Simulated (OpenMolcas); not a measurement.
**What dynamic correlation does to the levels of W**

```yaml
Program: OpenMolcas
Basis: ANO-R3 [9s7p6d4f3g2h]
Scalar_Hamiltonian: X2C, finite nucleus
Active_space: 4 electrons in 5 orbitals (5d)
State_averaging: 2S+1 = 5 even, 5 roots; 2S+1 = 3 even, 45 roots; 2S+1 = 1 even, 50 roots (49 in the spin-orbit step)
Spin-orbit_coupling: state interaction with AMFI integrals over the reference wave functions, term energies averaged over their components
```

Methods on the same reference wave functions:
A. CASSCF
B. SS-CASPT2, IPEA 0.25 Eh, imaginary shift 0.1 Eh (closed shells correlated: 5s 5p 6s)
C. MS-CASPT2, IPEA 0.25 Eh, imaginary shift 0.1 Eh (closed shells correlated: 5s 5p 6s)

Energies in cm-1 above 5d4 6s2 5D0, the measured ground level; measured values from NIST Handbook of Basic Atomic Spectroscopic Data.

| Level | A | B | C | Measured |
| --- | --- | --- | --- | --- |
| 5d4 6s2 5D0 [70 %] | 0.0 | 0.0 | 0.0 | 0.0 |
| 5d4 6s2 5D1 | 1453 | 2060 | 2060 | 1670 |
| 5d4 6s2 5D2 | 3216 | 4070 | 4060 | 3326 |
| 5d4 6s2 5D3 | 4963 | 5760 | 5750 | 4830 |
| 5d4 6s2 5D4 | 6600 | 7120 | 7100 | 6219 |
| 5d4 6s2 3P0(1) [57 %] | 13807 | 10700 | 10690 | 9258 |
| 5d4 6s2 3H4 [57 %] | 14936 | 12760 | 12720 |  |
| 5d4 6s2 3H5 | 17583 | 15680 | 15670 |  |
| 5d4 6s2 3G3 [58 %] | 17972 | 15020 | 15000 |  |
| 5d4 6s2 3P1(1) | 18030 | 14670 | 14650 | 13307 |
| 5d4 6s2 3F2(1) [75 %] | 18741 | 15410 | 15390 |  |
| 5d4 6s2 3H6 | 18989 | 17070 | 17060 |  |
| 5d4 6s2 3P2(1) [58 %] | 22445 | 18380 | 18340 |  |
| 5d4 6s2 3F3(1) [54 %] | 23120 | 19910 | 19910 |  |
| 5d4 6s2 3G5 | 24830 | 22150 | 22140 |  |
| 5d4 6s2 3D3 [62 %] | 25708 | 20920 | 20900 |  |
| 5d4 6s2 1I6 | 26709 | 23840 | 23830 |  |
| 5d4 6s2 3D1 | 27898 | 23090 | 23090 |  |
| 5d4 6s2 1S0 | 31887 | 25350 | 25310 |  |
| 5d4 6s2 1F3 [73 %] | 35417 | 28700 | 28680 |  |
| 5d4 6s2 3P2(2) | 39588 | 32140 | 32160 |  |
| 5d4 6s2 3F4(2) [75 %] | 40534 | 33790 | 33730 |  |
| 5d4 6s2 3F2(2) | 41783 | 35010 | 35010 |  |
| 5d4 6s2 3F3(2) | 42403 | 35470 | 35450 |  |

Deviations, from unrounded energies. A percentage is the sum of absolute deviations over the sum of measured energies, with the sign that they share, or ± where signs differ.

```json
{"Against measurement": "mean absolute deviation (cm-1)", "Levels": "6", "A": "1700", "B": "960", "C": "950"}
{"Against measurement": "fine structure of the ground term (%)", "Levels": "4", "A": "±5.2", "B": "+18.5", "C": "+18.1"}
{"Against measurement": "other terms of the ground configuration (%)", "Levels": "2", "A": "+41.1", "B": "+12.5", "C": "+12.3"}
```

B, C lie about equally close to measurement and A furthest from it. The largest miss of C in the table is 5d4 6s2 3P0(1) [57 %], by +1400 cm-1. The ranking rests on the paired levels alone, and a cruder setting can come out closer through cancelling errors.

Between B and C the level of the table that moves most is 5d4 6s2 3F4(2) [75 %], by 63 cm-1 (lowest in C, highest in B). Moves below CASPT2's spread within the term are not significant.

The mean deviations of B to C differ by less than CASPT2's widest spread within a term (1400 cm-1), so their order carries little weight.

From A to B the spin-free energies of the other terms of 5d4 6s2 shown, above 5D, scale by factors of 0.67 to 0.79.

The lowest spin-free term lies below A's lowest term by 0.402 hartree in B, 0.402 hartree in C.

CASPT2 breaks the degeneracy within a term, and the mean is taken; among the terms shown or strongly mixed into the levels shown the widest spread is 1400 cm-1 (5d4 6s2 1I, C). Some high roots are left out of the spin-orbit mixing, which shifts the levels that they would mix with. With the s shell closed, the reference lacks s² → p², s² → d² and s → d mixing, so excited terms can stand far too high and out of order, with CASPT2 too. The CASPT2 spread within a term exceeds the gap to the next term for 5d4 6s2 3D and 5d4 6s2 1G(1), 5d4 6s2 1G(1) and 5d4 6s2 1I, so the order of their levels is uncertain (figures for B; the like holds for C). Without dynamic correlation excited terms often stand tens of per cent too high (terms of higher spin than the ground term too low), and those without a measured partner can miss by more than the paired ones (holds for A). Some levels mix across a computed gap that differs much from the measured one, so their mixing is not that of the real levels (holds for A). Some terms miss by over 15 % even with CASPT2, which points to a basis or an active space too small for the shells correlated (holds for B; C). Computed and measured levels are paired by configuration, term and J; levels that our copy of the source lacks, or whose pairing is in doubt (as where it misses far off the trend of its configuration), stay unpaired and out of the deviations. Levels of configurations outside the active space are missing. The table leaves out levels that lie high or whose names do not pair safely across all columns.

A share in square brackets marks a mixed level and gives the weight of the term that names it, the lowest over the columns. A number in round brackets counts repeated terms of one configuration in the order of the reference energies.
